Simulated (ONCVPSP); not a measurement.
Building the ONCV potential for N (Z = 7) (PBEsol, scalar-relativistic).

* Element: nitrogen
* Generator: ONCVPSP 4.0.1
* Type: optimised norm-conserving Vanderbilt (ONCV)
* Functional: PBEsol
* Relativity: scalar-relativistic
* Frozen core: [He]
* Valence charge: 5
* Reference configuration: 2s2 2p2 (charge +1)
* Partial waves: 2s: rc 0.85 bohr, ncon 5, nbas 9, qcut 7.3 1/bohr, 2 projectors, debl 1.2 Ha; 2p: rc 2.00 bohr, ncon 4, nbas 7, qcut 6.7 1/bohr, 2 projectors, debl 1.1 Ha
* Local potential: polynomial inside 0.75 bohr (lpopt 2, dvloc0 6 Ha)
* Core correction: Teter function, fcfact 3.5, rcfact 1.45

All-electron outer shells of the reference configuration (PBEsol, scalar-relativistic, ld1.x):

| shell | level (eV) | outermost node (bohr) | outermost maximum (bohr) |
| --- | --- | --- | --- |
| 1s | -400.02 | – | 0.15 |
| 2s | -32.31 | 0.32 | 0.99 |
| 2p | -20.60 | – | 0.92 |

Estimate the cutoffs (Ha) at which the residual kinetic energy of the hardest occupied pseudo-wave falls to 1 and 0.1 mHa per electron.

30 Ha and 105 Ha.

What does a ghost test show?

No bound ghost flagged; GHOST(+) flags only above 600 eV.

Which valence shell sets the plane-wave cutoff?

2s: 30 Ha for 1 mHa per electron, against 16 Ha for 2p.

Tests: 2s2 2p3; 2s2 2p1; 2s2 2p0; 2s1 2p4. Which has the largest error in its energy relative to the reference configuration, and how large is it?

2s2 2p0, with +1154 meV (all-electron minus pseudo) on +75.62 eV.
